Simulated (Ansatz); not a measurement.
def2 core potentials replace the inner electrons of Te.

Species: CHF$_{3}$OTe, SMILES `O[Te]C(F)(F)F` (H–O–Te–C torsion 85°) (charge 0, multiplicity 1).

**Question.** Give a relaxed geometry from B3LYP-D3(BJ)/def2-SVP (Ansatz, a program for electronic structure).

**Answer.** Several could match; the one computed here: the end point of this relaxation, one of several conformers (outside a Z-matrix the atoms follow the SMILES, hydrogens last).
Cartesian coordinates (Å) in one orientation:
```xyz
7

O      1.850    -0.812    -0.626
Te     0.620    -1.076     0.937
C     -0.948     0.258     0.144
F     -0.481     1.488    -0.093
F     -1.491    -0.190    -0.987
F     -1.914     0.342     1.073
H      2.363    -0.009    -0.447
```
